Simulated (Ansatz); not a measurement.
Consider the ligand exchange at a B–Se bond: `B[SeH]` + `B[SiH2]O` → `BO[SiH2]B` + H₂Se.

Calculated with Ansatz (gas phase, PBE0-D4/def2-TZVP geometries, no zero-point term in ΔE). CBS: MP2 limit from def2 TZ/QZ plus the TZ coupled-cluster correction, frozen cores. For Se outer-core shells are correlated without core-valence functions, which leaves a few kJ/mol of doubt a bond. Scalar relativity is left out up to krypton. One conformer a species, not always the lowest.

| species | CCSD(T)/CBS(def2) energy (Eh) |
| --- | --- |
| `B[SeH]` | -2427.30556 |
| `B[SiH2]O` | -392.05150 |
| `BO[SiH2]B` | -417.47687 |
| H₂Se | -2401.89790 |

**Question.** Work out ΔE.

**Answer.** ΔE = (-417.47687) + (-2401.89790) − (-2427.30556) − (-392.05150) = -0.01771 Eh = -46.5 kJ/mol.

**Question.** What do rigid-rotor, harmonic-oscillator terms from PBE0-D4/def2-TZVP frequencies (298.15 K, 1 bar) make of the CCSD(T)/CBS value? (An estimate is asked.)

**Answer.** Ansatz gave: ΔZPE = -7.9 kJ/mol, ΔH = -52.4 kJ/mol, ΔS = -5 J/(mol·K), ΔG = -50.9 kJ/mol.

Largest T1 diagnostic among the species: 0.013.

At CCSD(T), def2-SVP lies −22.0 kJ/mol from the extrapolated value and def2-TZVPP −1.8 kJ/mol. In def2-TZVPP, CCSD(T) changes the Hartree–Fock value by +18.0 kJ/mol (the triples alone add +2.9 kJ/mol) and MP2 by +20.8 kJ/mol.
